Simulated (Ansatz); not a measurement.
Born–Oppenheimer molecular dynamics of a periodic cell of 17 atoms, Si16B (host Si, host structure diamond, interstitial B). It goes on from the last frame of an earlier run, with new velocities.

Theory: DFT PBE, scalar-relativistic, plane waves, PAW (Ansatz). Settings: accuracy low, PAW set soft_1, cutoff 420 eV, k mesh 2x2x2, fermi-dirac smearing 0.05 eV, spin collinear.

```yaml
ensemble: NVT, Langevin thermostat
time_step: 1 fs
steps_asked: 110
set_temperature: 2100 K
friction: 0.01 /fs
seed: 334996
```

Frames 2 fs apart, positions in Å, forces in eV/Å.

Velocities at 20 fs (Å/ps):

```
Si 8.88 2.46 -4.77
Si -3.76 5.85 4.90
Si -2.27 -8.60 5.77
Si 6.81 -6.99 3.36
Si -9.30 -4.84 8.71
Si -4.16 -5.41 3.64
Si -2.50 12.30 9.95
Si 3.64 -7.55 -11.36
Si -1.91 4.19 0.13
Si -6.94 4.03 2.17
Si -6.60 -8.25 -2.25
Si -6.88 -0.96 -2.61
Si -10.33 -13.37 3.36
Si -4.50 7.30 -4.55
Si -5.75 8.39 -9.08
Si -8.12 -10.88 3.27
B -0.84 16.30 14.19
```

```xyz
17
Lattice="0.0000 5.4300 5.4300 5.4300 0.0000 5.4300 5.4300 5.4300 0.0000" Properties=species:S:1:pos:R:3:forces:R:3 time_fs=20 energy_less_start_eV=1.461 T=1533
Si -0.108 0.568 -0.131 0.28 0.12 0.56
Si 1.851 1.155 1.607 0.36 -0.18 0.90
Si 3.151 3.027 0.639 -0.15 -0.40 -0.46
Si 4.670 4.611 1.746 -1.57 1.27 -0.47
Si 2.670 -0.816 3.154 -1.01 1.66 0.93
Si 3.497 1.436 4.019 -0.41 -0.45 0.06
Si 5.122 2.739 2.959 -0.36 -0.66 -0.34
Si 6.292 3.581 4.707 2.55 0.57 -3.24
Si 0.284 2.622 2.826 0.06 0.97 0.33
Si 1.384 4.656 3.966 -2.87 -3.69 2.21
Si 2.862 5.800 3.076 3.18 2.20 -2.20
Si 4.264 7.017 4.532 0.75 -0.31 -0.12
Si 2.489 3.043 5.508 -0.90 -0.72 -0.13
Si 4.030 3.983 6.933 2.24 -0.02 -1.23
Si 5.769 5.360 5.734 -2.67 3.14 1.47
Si 6.689 7.006 7.190 1.41 -0.07 -1.20
B 5.978 2.511 6.117 -0.88 -3.42 2.93
17
Lattice="0.0000 5.4300 5.4300 5.4300 0.0000 5.4300 5.4300 5.4300 0.0000" Properties=species:S:1:pos:R:3:forces:R:3 time_fs=22 energy_less_start_eV=1.400 T=1524
Si -0.091 0.572 -0.142 0.12 0.18 0.79
Si 1.846 1.163 1.618 0.33 -0.25 0.91
Si 3.150 3.011 0.654 -0.13 -0.32 -0.49
Si 4.682 4.596 1.753 -1.67 1.55 -0.73
Si 2.651 -0.824 3.171 -0.77 1.63 0.71
Si 3.489 1.424 4.028 -0.30 -0.38 0.05
Si 5.116 2.762 2.982 -0.48 -1.29 -0.62
Si 6.302 3.568 4.683 2.51 0.89 -2.18
Si 0.279 2.633 2.828 0.03 0.97 0.45
Si 1.370 4.661 3.970 -2.81 -3.87 2.24
Si 2.854 5.782 3.072 3.32 2.25 -2.25
Si 4.249 7.015 4.529 0.74 -0.28 -0.19
Si 2.470 3.017 5.515 -0.83 -0.55 -0.07
Si 4.023 3.997 6.924 1.99 -0.08 -1.16
Si 5.755 5.380 5.720 -2.54 2.47 1.11
Si 6.671 6.985 7.194 1.32 0.13 -1.01
B 5.976 2.539 6.147 -0.81 -3.02 2.44
17
Lattice="0.0000 5.4300 5.4300 5.4300 0.0000 5.4300 5.4300 5.4300 0.0000" Properties=species:S:1:pos:R:3:forces:R:3 time_fs=24 energy_less_start_eV=1.304 T=1589
Si -0.073 0.575 -0.150 -0.05 0.25 1.01
Si 1.842 1.167 1.630 0.34 -0.36 0.93
Si 3.150 2.994 0.672 -0.10 -0.24 -0.53
Si 4.698 4.581 1.758 -1.76 1.83 -0.97
Si 2.630 -0.832 3.187 -0.49 1.62 0.45
Si 3.482 1.412 4.040 -0.23 -0.30 0.03
Si 5.111 2.786 3.005 -0.63 -1.96 -0.89
Si 6.318 3.557 4.659 2.44 1.03 -0.85
Si 0.275 2.648 2.830 -0.05 0.93 0.60
Si 1.356 4.663 3.973 -2.60 -3.92 2.16
Si 2.852 5.764 3.067 3.30 2.23 -2.23
Si 4.237 7.013 4.526 0.72 -0.24 -0.26
Si 2.451 2.993 5.524 -0.75 -0.42 -0.05
Si 4.015 4.015 6.910 1.74 -0.14 -1.01
Si 5.740 5.401 5.708 -2.38 1.84 0.76
Si 6.658 6.969 7.193 1.23 0.31 -0.76
B 5.974 2.553 6.182 -0.71 -2.47 1.62
17
Lattice="0.0000 5.4300 5.4300 5.4300 0.0000 5.4300 5.4300 5.4300 0.0000" Properties=species:S:1:pos:R:3:forces:R:3 time_fs=26 energy_less_start_eV=1.242 T=1622
Si -0.055 0.578 -0.163 -0.24 0.34 1.27
Si 1.838 1.171 1.646 0.38 -0.47 0.94
Si 3.149 2.980 0.690 -0.07 -0.20 -0.59
Si 4.713 4.567 1.766 -1.83 2.14 -1.28
Si 2.607 -0.840 3.203 -0.16 1.67 0.16
Si 3.480 1.402 4.051 -0.23 -0.21 0.03
Si 5.105 2.810 3.023 -0.82 -2.65 -1.13
Si 6.333 3.554 4.629 2.36 1.02 0.74
Si 0.271 2.666 2.833 -0.17 0.88 0.83
Si 1.339 4.661 3.980 -2.24 -3.86 2.00
Si 2.855 5.744 3.061 3.12 2.13 -2.14
Si 4.228 7.007 4.523 0.67 -0.15 -0.31
Si 2.431 2.971 5.542 -0.63 -0.30 -0.13
Si 4.009 4.035 6.896 1.47 -0.21 -0.85
Si 5.725 5.425 5.699 -2.23 1.21 0.42
Si 6.647 6.954 7.189 1.16 0.48 -0.46
B 5.966 2.556 6.225 -0.55 -1.83 0.49
17
Lattice="0.0000 5.4300 5.4300 5.4300 0.0000 5.4300 5.4300 5.4300 0.0000" Properties=species:S:1:pos:R:3:forces:R:3 time_fs=28 energy_less_start_eV=1.255 T=1446
Si -0.037 0.586 -0.174 -0.43 0.45 1.50
Si 1.837 1.175 1.661 0.40 -0.56 0.93
Si 3.151 2.965 0.705 -0.04 -0.12 -0.63
Si 4.725 4.557 1.772 -1.89 2.43 -1.58
Si 2.588 -0.844 3.217 0.16 1.74 -0.12
Si 3.477 1.399 4.064 -0.21 -0.18 0.01
Si 5.098 2.830 3.034 -1.00 -3.25 -1.22
Si 6.345 3.554 4.601 2.29 1.02 2.01
Si 0.265 2.684 2.841 -0.28 0.83 1.07
Si 1.324 4.656 3.992 -1.80 -3.75 1.78
Si 2.860 5.728 3.057 2.84 1.94 -2.00
Si 4.219 7.000 4.523 0.63 -0.05 -0.38
Si 2.413 2.944 5.564 -0.51 -0.12 -0.21
Si 4.007 4.054 6.881 1.20 -0.29 -0.68
Si 5.710 5.451 5.691 -2.07 0.64 0.14
Si 6.638 6.939 7.187 1.12 0.61 -0.16
B 5.955 2.557 6.268 -0.40 -1.35 -0.47
17
Lattice="0.0000 5.4300 5.4300 5.4300 0.0000 5.4300 5.4300 5.4300 0.0000" Properties=species:S:1:pos:R:3:forces:R:3 time_fs=30 energy_less_start_eV=1.263 T=1407
Si -0.019 0.593 -0.186 -0.64 0.59 1.73
Si 1.841 1.175 1.675 0.36 -0.61 0.90
Si 3.148 2.951 0.719 0.00 -0.05 -0.69
Si 4.732 4.550 1.775 -1.92 2.60 -1.78
Si 2.570 -0.844 3.231 0.47 1.81 -0.40
Si 3.474 1.398 4.076 -0.23 -0.20 0.00
Si 5.089 2.843 3.042 -1.07 -3.60 -1.22
Si 6.358 3.554 4.581 2.14 1.02 2.89
Si 0.264 2.701 2.852 -0.40 0.75 1.28
Si 1.306 4.648 4.004 -1.20 -3.54 1.48
Si 2.867 5.720 3.051 2.41 1.63 -1.79
Si 4.209 6.996 4.520 0.60 0.09 -0.40
Si 2.393 2.915 5.588 -0.36 0.09 -0.29
Si 4.005 4.071 6.869 0.93 -0.40 -0.54
Si 5.691 5.477 5.686 -1.89 0.13 -0.11
Si 6.629 6.923 7.186 1.08 0.73 0.12
B 5.933 2.553 6.308 -0.26 -1.05 -1.17
17
Lattice="0.0000 5.4300 5.4300 5.4300 0.0000 5.4300 5.4300 5.4300 0.0000" Properties=species:S:1:pos:R:3:forces:R:3 time_fs=32 energy_less_start_eV=1.256 T=1473
Si -0.002 0.600 -0.197 -0.88 0.74 1.92
Si 1.845 1.174 1.689 0.31 -0.63 0.88
Si 3.144 2.938 0.735 0.04 -0.01 -0.78
Si 4.733 4.545 1.775 -1.90 2.72 -1.96
Si 2.551 -0.839 3.241 0.73 1.90 -0.64
Si 3.466 1.393 4.088 -0.18 -0.18 -0.02
Si 5.079 2.855 3.048 -1.10 -3.86 -1.14
Si 6.374 3.552 4.566 1.91 1.06 3.52
Si 0.269 2.718 2.870 -0.55 0.61 1.32
Si 1.287 4.636 4.017 -0.54 -3.25 1.15
Si 2.871 5.717 3.038 1.95 1.28 -1.49
Si 4.199 6.990 4.516 0.53 0.28 -0.43
Si 2.372 2.889 5.606 -0.19 0.29 -0.35
Si 3.998 4.088 6.858 0.72 -0.52 -0.42
Si 5.667 5.507 5.683 -1.67 -0.42 -0.32
Si 6.624 6.910 7.187 0.96 0.84 0.35
B 5.910 2.540 6.339 -0.16 -0.85 -1.59
17
Lattice="0.0000 5.4300 5.4300 5.4300 0.0000 5.4300 5.4300 5.4300 0.0000" Properties=species:S:1:pos:R:3:forces:R:3 time_fs=34 energy_less_start_eV=1.211 T=1399
Si 0.011 0.611 -0.204 -1.04 0.83 2.06
Si 1.848 1.176 1.706 0.27 -0.65 0.86
Si 3.139 2.928 0.748 0.08 0.03 -0.86
Si 4.729 4.542 1.772 -1.86 2.74 -2.04
Si 2.537 -0.829 3.255 0.99 1.97 -0.90
Si 3.455 1.388 4.101 -0.13 -0.15 -0.05
Si 5.067 2.862 3.052 -1.01 -3.93 -0.97
Si 6.395 3.551 4.553 1.55 1.02 3.89
Si 0.275 2.733 2.890 -0.69 0.45 1.30
Si 1.270 4.619 4.032 0.11 -2.86 0.86
Si 2.877 5.719 3.023 1.47 0.90 -1.16
Si 4.189 6.989 4.514 0.46 0.45 -0.48
Si 2.350 2.865 5.623 -0.02 0.50 -0.43
Si 3.991 4.104 6.846 0.53 -0.64 -0.29
Si 5.639 5.537 5.682 -1.42 -0.91 -0.48
Si 6.623 6.898 7.186 0.81 0.93 0.56
B 5.887 2.524 6.367 -0.09 -0.68 -1.85
17
Lattice="0.0000 5.4300 5.4300 5.4300 0.0000 5.4300 5.4300 5.4300 0.0000" Properties=species:S:1:pos:R:3:forces:R:3 time_fs=36 energy_less_start_eV=1.093 T=1472
Si 0.021 0.626 -0.209 -1.11 0.82 2.11
Si 1.852 1.182 1.724 0.22 -0.66 0.85
Si 3.133 2.923 0.760 0.11 0.08 -0.94
Si 4.721 4.545 1.766 -1.75 2.62 -2.00
Si 2.524 -0.817 3.270 1.27 2.04 -1.18
Si 3.446 1.383 4.117 -0.12 -0.14 -0.07
Si 5.050 2.862 3.055 -0.74 -3.72 -0.73
Si 6.419 3.555 4.548 0.99 0.85 3.91
Si 0.279 2.744 2.909 -0.82 0.27 1.16
Si 1.253 4.594 4.050 0.70 -2.35 0.62
Si 2.887 5.721 3.006 0.95 0.53 -0.78
Si 4.177 6.992 4.514 0.37 0.60 -0.58
Si 2.328 2.843 5.640 0.14 0.70 -0.57
Si 3.980 4.116 6.829 0.40 -0.72 -0.10
Si 5.609 5.563 5.679 -1.16 -1.27 -0.55
Si 6.623 6.891 7.183 0.62 0.91 0.77
B 5.868 2.511 6.385 -0.07 -0.57 -1.91
17
Lattice="0.0000 5.4300 5.4300 5.4300 0.0000 5.4300 5.4300 5.4300 0.0000" Properties=species:S:1:pos:R:3:forces:R:3 time_fs=38 energy_less_start_eV=0.966 T=1590
Si 0.026 0.645 -0.211 -1.11 0.75 2.11
Si 1.858 1.193 1.745 0.18 -0.67 0.83
Si 3.131 2.920 0.768 0.13 0.15 -0.97
Si 4.713 4.551 1.758 -1.63 2.41 -1.89
Si 2.510 -0.799 3.282 1.50 2.10 -1.43
Si 3.437 1.377 4.134 -0.11 -0.09 -0.11
Si 5.036 2.857 3.056 -0.44 -3.39 -0.51
Si 6.440 3.564 4.550 0.41 0.63 3.81
Si 0.283 2.752 2.927 -0.96 0.07 0.94
Si 1.237 4.567 4.071 1.17 -1.82 0.45
Si 2.897 5.725 2.987 0.53 0.25 -0.42
Si 4.167 6.996 4.521 0.26 0.71 -0.76
Si 2.307 2.824 5.656 0.29 0.89 -0.73
Si 3.962 4.126 6.811 0.31 -0.77 0.09
Si 5.577 5.584 5.678 -0.89 -1.56 -0.54
Si 6.624 6.885 7.179 0.42 0.82 0.97
B 5.852 2.496 6.394 -0.05 -0.48 -1.84
17
Lattice="0.0000 5.4300 5.4300 5.4300 0.0000 5.4300 5.4300 5.4300 0.0000" Properties=species:S:1:pos:R:3:forces:R:3 time_fs=40 energy_less_start_eV=0.832 T=1601
Si 0.028 0.664 -0.208 -1.07 0.60 2.06
Si 1.870 1.207 1.768 0.10 -0.68 0.83
Si 3.130 2.915 0.772 0.14 0.28 -0.99
Si 4.702 4.557 1.748 -1.49 2.12 -1.72
Si 2.499 -0.778 3.295 1.69 2.13 -1.67
Si 3.425 1.373 4.153 -0.06 -0.04 -0.18
Si 5.027 2.846 3.053 -0.09 -2.96 -0.26
Si 6.466 3.575 4.560 -0.24 0.37 3.59
Si 0.286 2.758 2.943 -1.07 -0.11 0.69
Si 1.225 4.542 4.090 1.48 -1.29 0.39
Si 2.909 5.727 2.974 0.19 0.04 -0.12
Si 4.159 7.004 4.529 0.14 0.79 -0.99
Si 2.286 2.806 5.674 0.44 1.10 -0.92
Si 3.943 4.135 6.795 0.25 -0.77 0.27
Si 5.543 5.605 5.676 -0.57 -1.82 -0.44
Si 6.630 6.880 7.175 0.17 0.67 1.15
B 5.839 2.482 6.400 -0.02 -0.42 -1.70
17
Lattice="0.0000 5.4300 5.4300 5.4300 0.0000 5.4300 5.4300 5.4300 0.0000" Properties=species:S:1:pos:R:3:forces:R:3 time_fs=42 energy_less_start_eV=0.709 T=1709
Si 0.030 0.680 -0.204 -1.05 0.45 1.98
Si 1.881 1.217 1.791 0.04 -0.66 0.81
Si 3.126 2.912 0.773 0.14 0.37 -1.01
Si 4.688 4.562 1.738 -1.32 1.80 -1.53
Si 2.487 -0.754 3.308 1.85 2.12 -1.89
Si 3.411 1.371 4.171 0.04 -0.01 -0.24
Si 5.023 2.830 3.051 0.22 -2.48 -0.06
Si 6.491 3.591 4.577 -0.82 0.11 3.35
Si 0.285 2.766 2.961 -1.17 -0.31 0.38
Si 1.218 4.516 4.109 1.71 -0.79 0.39
Si 2.924 5.727 2.961 -0.10 -0.10 0.13
Si 4.153 7.015 4.532 -0.02 0.90 -1.21
Si 2.269 2.792 5.692 0.58 1.30 -1.12
Si 3.927 4.139 6.780 0.20 -0.75 0.47
Si 5.505 5.624 5.671 -0.18 -2.03 -0.23
Si 6.636 6.875 7.173 -0.11 0.42 1.27
B 5.832 2.464 6.405 0.00 -0.34 -1.51
```

Of the whole run (110 fs, mean temperature of the second half 1658 K): The mean temperature of the second half is 21 % below the set value. A run of 0.11 ps of so small a system gives no equilibrium averages. Limits of this set-up: coarse k mesh, a small cell, in which the defect meets its images, low accuracy level.

The run took 29 min on 1 thread of Arm Neoverse V1, on a shared host, peak memory 0.66 GiB.
